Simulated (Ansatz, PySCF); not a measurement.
This PySCF input computes a r2SCAN/def2-TZVPD energy:

```python
from pyscf import gto, scf, dft

mol = gto.M(
    atom='''
    P    -0.00000000   -0.00000000   -0.51471894
    O     0.00000000    0.00000000    0.96509801
    ''',
    basis='def2-tzvpd',
    charge=0,
    spin=1,
    symmetry='C2v',
    verbose=4,
)

mf = dft.UKS(mol, xc='r2scan').density_fit(auxbasis='def2-universal-jkfit')
mf.grids.level = 4
mf.conv_tol = 1e-9
mf.max_cycle = 100
mf.max_memory = 1500
mf.kernel()
if not mf.converged:
    mf = mf.newton()
    mf.kernel(mf.make_rdm1())
mf.analyze()
```

Task: Write an input for the same energy in Ansatz (a first-principles code) and say what it gives.

Result: 
Ansatz 0.2 input:
```yaml
crystal:
  periodic: [false, false, false]
  atoms:
    - {symbol: P, position_ang: [-0.00000000, -0.00000000, -0.51471894]}
    - {symbol: O, position_ang: [0.00000000, 0.00000000, 0.96509801]}
basis:
  gaussian:
    orbitals: def2-TZVPD
hamiltonian:
  xc: {name: r2SCAN}
magnetization: {spin_polarized: true, initial_magnetization: 1}
output: {forces: true}
```
It gives -416.52374 Eh, and PySCF -416.52377 Eh, a difference of 0.03 mEh, from the treatment of integrals and grids.
